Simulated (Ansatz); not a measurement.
The cluster AgTe₂. The state is a doublet with charge 0. Geometry PBE0-D4/def2-TZVP; atoms count from 1.

Cartesian coordinates in Å:
```
Ag -0.258 -1.349 0.756
Te 1.295 0.835 0.307
Te -1.037 0.514 -1.063
```

In the def2 sets Ag, Te take a core potential; there is no spin–orbit coupling. The structure comes from a short search, and lower isomers may exist.

(1) Estimate the Mulliken populations from the PBE0/def2-TZVP orbitals of Ansatz.

(2) Where does the spin sit?

(3) And the Mayer bond orders between bonded heavy atoms (over 0.3)?

Answers

(1) 
| atom | charge (e) | spin (α − β) | d electrons |
| --- | --- | --- | --- |
| Ag1 | 0.27 | -0.04 | 9.91 |
| Te2 | -0.14 | 0.52 | – |
| Te3 | -0.14 | 0.52 | – |
Mulliken values and Mayer orders depend strongly on the basis.

(2) Summed by element: Ag -0.04, Te 1.04, of 1 unpaired in all. Largest on single atoms: Te3 0.52, Te2 0.52, Ag1 -0.04.

(3) Ag1–Te2 0.70 (2.72 Å); Ag1–Te3 0.70 (2.72 Å); Te2–Te3 1.48 (2.72 Å).
